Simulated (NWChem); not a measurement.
# CH3FSn, singlet; SMILES [Sn]([CH3])[F]

Results from NWChem. Low-valent species are run as closed-shell singlets; no triplet was tried in these runs. def2 effective core potentials on Sn; no spin-orbit coupling. Each level has its own optimisation; frequencies are unscaled.

For level BLYP/def2-SVP:

* **r C–Sn (Å)**: 2.247
* **highest harmonic frequency (cm⁻¹)**: 3057
* **lowest (cm⁻¹)**: 40

Task: Estimate the same quantities for level PBE0/def2-SVP.

Result: 
- r C–Sn (Å): 2.196
- highest harmonic frequency (cm⁻¹): 3179
- lowest (cm⁻¹): 18
